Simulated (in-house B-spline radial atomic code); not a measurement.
Values are calculated unless marked as measured or tabulated.
**Mn in an electron gas of r_s = 3.6: phase shifts, screening and friction**

A nucleus sits in a uniform electron gas with a rigid positive background. The Kohn-Sham equations are solved self-consistently in the spin-unpolarised LDA (PW92), non-relativistic, on B-splines with outgoing waves at the boundary and partial waves to l = 8. The model has no lattice, no bands and no magnetic solution. Atomic units; δ_l are the phase shifts at the Fermi level, counted so that each bound state adds π, and good to about 0.0005. A narrow, partly filled d or f resonance in a thin gas would split by spin, so such rows rest on a solution that is probably unstable.

The density parameter is r_s = 3.6 bohr.

| l | δ_l (rad) |
| --- | --- |
| 0 | 9.8250 |
| 1 | 6.3727 |
| 2 | 2.0972 |
| 3 | -0.0226 |
| 4 | -0.0008 |
| 5 | -0.0003 |
| 6 | -0.0002 |
| 7 | -0.0003 |
| 8 | -0.0003 |

Bound levels below the band bottom (hartree): s -233.2, s -26.4, p -22.6, s -2.629, p -1.549.

(1) Check the Friedel sum rule, and say where the screening charge sits.

(2) Find the transport cross section and the electronic stopping of a 1 keV Mn ion (mass 54.94 u).

Answers

(1) k_F = (9π/4)^(1/3)/r_s = 0.53310. The rule is Z = (2/π) Σ (2l + 1) δ_l. The terms are s 6.255, p 12.171, d 6.676, f -0.101 and -0.014 beyond, in all 24.986 against Z = 25. Bound states hold 6 s, 12 p, 0 d electrons, so the scattering states carry 6.99 in all.

(2) σ_tr = (4π/k_F²) Σ (l + 1) sin²(δ_l − δ_(l+1)). The terms for l = 0 to 3 are 0.0935, 1.6419, 2.1831, 0.0019, all together 3.9204, so σ_tr = 44.217 × 3.9204 = 173.348 bohr². With n = 3/(4π r_s³) = 0.005117, the friction coefficient is Q = n k_F σ_tr = 0.4729. For v well below v_F = 0.533, dE/dx = Q v; with 24801 eV per u at v = 1, v = √(1000/(24801 × 54.94)) = 0.0271, so dE/dx = 0.01281 hartree/bohr = 6.59 eV/nm. The largest term couples the d and f waves.
